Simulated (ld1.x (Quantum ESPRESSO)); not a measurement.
## What one change does to a pseudopotential (calcium (Ca), TM)

| Item | Value |
| --- | --- |
| Element | calcium |
| Generator | ld1.x (Quantum ESPRESSO) 7.5 |
| Type | norm-conserving Troullier–Martins (Kleinman–Bylander form) |
| Functional | PBE |
| Relativity | scalar-relativistic |
| Frozen core | [Ar] |
| Valence charge | 2 |
| Reference configuration | 3d0 4s1 4p1 |
| Partial waves | 4s (bound): rc 2.70 bohr; 4p (bound): rc 4.15 bohr; 3d (bound, empty): rc 2.30 bohr |
| Local potential | the d channel |
| Core correction | Bessel-smoothed model core inside 1.15 bohr |

All-electron outer shells of the reference configuration (PBE, scalar-relativistic, ld1.x):

```
shell  level (eV)  outermost node (bohr)  outermost maximum (bohr)
   3s      -48.45                   0.45                      0.99
   3p      -29.35                   0.42                      1.04
   4s       -4.42                   1.42                      3.33
   3d       -3.03                      –                      1.26
   4p       -1.94                   1.62                      4.28
```

Change: all radii but the core radius scaled by about 1.07 (s 2.90, p 4.46, d 2.46 bohr).

Cutoffs: the cutoffs (Ry, on a coarse ladder) from which the occupation-weighted sum of valence levels, in a spherical-Bessel basis at the reference potential, stays within 10 and 1 mRy of its value at 400 Ry; they do not see the model core or the augmentation charge, which bear on the density cutoff. Errors are all-electron minus pseudo energies relative to the spin-unpolarised reference configuration.

**Question.** Predict the effect on cutoff, ghosts and configuration errors.

**Answer.** Both files are very soft, the changed one slightly softer (loose and tight cutoff 6 and 10 Ry → 6 and 8 Ry on this coarse ladder); both files keep a bound ghost (p, s); the number of tests that count goes from 7 to 6; of the 6 tests that both files solve, the error grows in 0 and shrinks in 3 by more than 15 % and 0.3 meV (median size 33.6 → 30.4 meV). That the errors move this way runs against the usual rule that smaller radii transfer better.

| quantity | base | changed |
| --- | --- | --- |
| cutoff, loose | 6 Ry | 6 Ry |
| cutoff, tight | 10 Ry | 8 Ry |
| bound ghosts | s, p | s, p |
| tests counted (converged, no solver errors) | 7 of 7 | 6 of 7 |
| error for 3d0 4s2 4p0, meV [ΔE -2.42 eV] | -4.2 | -3.3 |
| error for 3d0 4s1 4p0, meV [ΔE 3.89 eV] | +0.6 | 0.0 |
| error for 3d0 4s1.5 4p0, meV [ΔE 0.08 eV] | -2.5 | -2.0 |
| error for 3d1 4s0 4p0, meV [ΔE 5.27 eV] | -238 | -220 |
| error for 3d1 4s1 4p0, meV [ΔE -0.14 eV] | -144 | -134 |
| error for 3d0.5 4s1.5 4p0, meV [ΔE -1.37 eV] | -63 | -57 |

Base: The cutoffs count occupied waves only; the empty 3d level needs 35 Ry at the loose tolerance. Changed file: The cutoffs count occupied waves only; the empty 3d level needs 30 Ry at the loose tolerance. Tests not counted: 3d0 4s0 4p1 (solver errors, printed error -2.3 eV). A true bound ghost makes a file unfit for plane-wave use even where its test errors are small: the radial tests pick states by their node count and pass the ghost by. Where a test does run into it, the solver fails or the error is huge.
